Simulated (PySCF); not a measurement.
A run for PySCF: R-B3LYP/6-31G* on CH2O (SMILES C=O) with ghost functions, monomers drawn apart or pushed together.

```python
from pyscf import gto, scf, dft, mp
from pyscf.data.elements import chemcore

mol = gto.M(
    atom='''
    C     0.19506803    0.03287371    5.08287496
    O    -0.05769856   -1.11378381    4.82458461
    H     0.26752832    0.38676093    6.12957203
    H     0.36605217    0.78311945    4.29184251
    ghost-C    0.16294404   -0.26083663   -0.45663354
    ghost-F    0.45127305    1.04163771   -0.03604718
    ghost-H    1.00099381   -0.62231485   -1.05313360
    ghost-H    0.02099562   -0.88177696    0.42650337
    ghost-H   -0.74462811   -0.23349629   -1.06025804
    ''',
    basis='6-31g*',
    cart=True,
    charge=0, spin=0, verbose=3, max_memory=1800)
mf = dft.RKS(mol, xc='b3lyp')
mf.conv_tol = 1e-8
mf.max_cycle = 100
mf.kernel()
if not mf.converged:
    mf = mf.newton().run(mf.mo_coeff, mf.mo_occ)
```

Q: Give the final energy of this run.

A: -114.5003 hartree.
